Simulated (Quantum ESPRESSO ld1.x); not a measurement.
Question: These are the eigenvalues of the occupied orbitals of an atom or ion with whole-number occupations (eV). All-electron calculation, Dirac Kohn-Sham, PW91, spin-unpolarised, spherical densities, point nucleus. Program: ld1.x of Quantum ESPRESSO 7.5.

orbital  eigenvalue
1s1/2      -1513.46
2s1/2      -269.703
2p1/2      -243.949

Which element is it, and in what charge state? The configuration may be excited. Open shells, if any, fill j = l - 1/2 first.

Answer: Z = 12, magnesium, charge +7: Mg7+ in [He] 2s2 2p1. The list shows which subshells hold electrons but not how many an open one holds; the 1s level, -55.618 hartree, gives Z - s = 10.5 by -(Z - s)^2/2, which with screening and relativity narrows Z to a few neighbours, and the depths of the outer levels then fix element, charge and occupations together.
